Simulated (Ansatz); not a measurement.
Consider the ligand exchange at a B–C bond: `BC(B)[SiH3]` + HBr → `BBr` + `BC[SiH3]`.

Calculated with Ansatz (gas phase, PBE0-D4/def2-TZVP geometries, no zero-point term in ΔE). CBS: MP2 limit from def2 TZ/QZ plus the TZ coupled-cluster correction, frozen cores. Functionals use def2-TZVPP. HSE06 is defined as in plane-wave codes. For Br outer-core shells are correlated without core-valence functions, which leaves a few kJ/mol of doubt a bond. Scalar relativity is left out up to krypton.

`BC(B)[SiH3]`:

Cartesian coordinates in Å:
```
B -1.201 -0.941 -0.717
C -0.655 0.315 -0.035
B 0.370 1.095 -0.882
Si 0.749 -0.243 1.135
H -2.366 -1.213 -0.659
H -0.466 -1.655 -1.336
H -1.357 0.920 0.540
H 0.408 2.290 -0.854
H 1.161 0.496 -1.556
H 1.260 -1.589 0.794
H 0.219 -0.205 2.520
H 1.879 0.730 1.050
```

HBr:

Cartesian coordinates in Å:
```
Br 0.462 0.311 0.440
H -0.462 -0.311 -0.440
```

`BBr`:

Cartesian coordinates in Å:
```
B -0.145 0.037 0.126
Br 1.259 -0.321 -1.089
H -0.108 1.059 0.731
H -1.006 -0.775 0.233
```

`BC[SiH3]`:

```xyz
10

B     1.417    0.568    0.080
C     0.202    0.204   -0.779
Si   -1.095   -0.512    0.406
H     1.492    1.641    0.608
H     2.275   -0.239    0.296
H     0.373   -0.593   -1.509
H    -0.304    1.052   -1.249
H    -1.507    0.501    1.412
H    -2.288   -0.918   -0.381
H    -0.565   -1.704    1.118
```

```
         level  ΔE (kJ/mol)
      HSE06-D4        -49.0
MP2/def2-QZVPP        -53.8
```

Question: What does CCSD(T)/CBS give? (Best estimate.)

Answer: The calculation gave: -53.7 kJ/mol. The listed levels differ from it by 4.7, -0.1 kJ/mol.

Largest T1 diagnostic among the species: 0.012.

Leaving LDA and LC-ωPBE aside and taking each functional with its dispersion term where it has one, the values, not all of them listed here, spread over 13.2 kJ/mol, from B2PLYP to revPBE-D4. LDA lies +16.4 kJ/mol from PBE without D4. The D4 term adds +6.4 kJ/mol with B3LYP and +3.5 kJ/mol with PBE0; it sums over pairs of atoms, weighted by their polarisabilities, and B3LYP, whose exchange is more repulsive, gets the larger term. In def2-TZVPP, CCSD(T) changes the Hartree–Fock value by +21.8 kJ/mol (the triples alone add +2.7 kJ/mol) and MP2 by +21.4 kJ/mol.

B3LYP here is the variant with VWN-RPA as its local correlation; programs differ in this.
